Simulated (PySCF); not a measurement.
## Dipole response of Ru²⁺ (ruthenium, charge +2)

[Kr] 4d6, high-spin 5D determinant. All numbers are calculated (PySCF 2.14, scalar relativity through the core potential, in def2-TZVPPD with the def2 core potential (28 electrons) (6s4p3d2f1g, 56 functions)). Coupled (time-dependent) response in atomic units; α is the mean over directions.

```tsv
method	mean α (bohr³)	α xx, yy, zz	C₆ (like pair)	S(−4)
UHF	6.499	6.771, 6.771, 5.955	32.93	13.24
PBE	7.350	7.650, 7.650, 6.749	37.14	20.59
PBE0	7.040	7.332, 7.332, 6.455	35.71	17.46
B97-3	6.914	7.225, 7.225, 6.292	35.10	16.36
wB97M-V	7.162	7.457, 7.457, 6.573	36.07	19.38
```

S(−4) is the Cauchy moment in α(ω) = α(0) + S(−4) ω² + …

Spin-orbit coupling is absent.

α(iu) at B97-3:

```
u (hartree)  α(iu) (bohr³)
          0          6.914
     0.0500          6.874
      0.100          6.758
      0.200          6.361
      0.300          5.866
      0.500          4.931
      0.750          4.046
       1.00          3.387
       1.50          2.438
       2.00          1.795
       3.00          1.044
       5.00         0.4542
```

A single London oscillator, α(iu) = α/(1 + u²/ω²), gives C₆ = (3/4) ω α². Matching the computed C₆ needs ω = 4 × 35.10 / (3 × 6.914²) = 0.979 hartree.

For an ion, C₆ is the dispersion term alone; charge-induced terms of lower order in 1/R come first.

The components differ because the open shell of this determinant is not spherical; for a pure term their mean is the scalar polarisability.

Energies and moments cover only the electrons outside the core potential.
